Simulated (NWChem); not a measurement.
Species: C₂H₆BO₂ cation

```xyz
11

C      0.0426     2.6275     0.0544
O     -0.1515     1.2342    -0.2184
B     -0.0020    -0.0003    -0.1841
O      0.1462    -1.2349    -0.2271
C     -0.0390    -2.6277     0.0544
H     -0.1198     2.7914     1.1260
H      1.0646     2.8926    -0.2403
H     -0.6932     3.1764    -0.5430
H      0.4952    -3.1853    -0.7223
H      0.3842    -2.8317     1.0447
H     -1.1133    -2.8439     0.0264
```
Atoms are numbered in this order, from 1.

Level: PBE0/def2-SVP (NWChem), optimised geometry, unscaled harmonic frequencies. 

| frequency (cm⁻¹) | IR intensity (km/mol) |
|---|---|
| 8 | 0.3 |
| 19 | 6.7 |
| 49 | 12.5 |
| 63 | 12.3 |
| 82 | 0.2 |
| 438 | 82.2 |
| 440 | 74.3 |
| 625 | 8.4 |
| 940 | 218.7 |
| 1168 | 0.1 |
| 1172 | 0.1 |
| 1180 | 4.2 |
| 1180 | 5.8 |
| 1384 | 4.2 |
| 1446 | 69.2 |
| 1457 | 20.9 |
| 1458 | 14.2 |
| 1466 | 23.8 |
| 1466 | 17.5 |
| 1507 | 1.1 |
| 2227 | 1621.3 |
| 3105 | 0.7 |
| 3105 | 5.5 |
| 3238 | 1.3 |
| 3238 | 1.5 |
| 3245 | 2.6 |
| 3245 | 2.7 |

| Item | Value |
|---|---|
| zero-point energy | 55.7 kcal/mol |
| thermal correction to the enthalpy at 298.15 K (with zero-point energy) | 61.2 kcal/mol |
| heat capacity Cv | 21.5 cal/(mol K) |
| entropy at 298.15 K and 1 atm (symmetry number 1) | 94.4 cal/(mol K) |

Rigid rotor and harmonic oscillator; modes under 100 cm⁻¹ make the entropy uncertain.
